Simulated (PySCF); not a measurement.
Excitation energy of Fe⁺ by level of theory

Fe⁺ [Ar] 3d6 4s1 (6D) → Fe⁺ [Ar] 3d7 (4F), as a difference of total energies. Computed with PySCF 2.14 in def2-TZVPPD (6s6p4d2f1g, 67 functions), with the non-relativistic Hamiltonian (point nucleus). Correlated levels: valence: [Ar] frozen; valence and next inner shell: [Ne] frozen. The calculations carry no spin-orbit coupling.

```
                                method  excitation energy (cm⁻¹)
                                   UHF                     12811
                                   LDA                   -2052.8
                                   PBE                   -2044.8
                                  PBE0                    202.53
                                r2SCAN                    583.55
                               r2SCAN0                    2093.3
                                  MN15                   -1618.1
                               wB97X-V                   -3393.0
                                  BLYP                   -3254.7
                         MP2 (valence)                   -29.331
                     SCS-MP2 (valence)                   -2398.9
    MP2 (valence and next inner shell)                   -2492.6
SCS-MP2 (valence and next inner shell)                   -3290.6
```

These non-relativistic numbers lack the scalar-relativistic shift.

Errors of the correlated levels include the incompleteness of this basis and the frozen core.

For comparison: 2000.3 cm⁻¹ (measured; NIST levels, between the centres of gravity of the two terms).
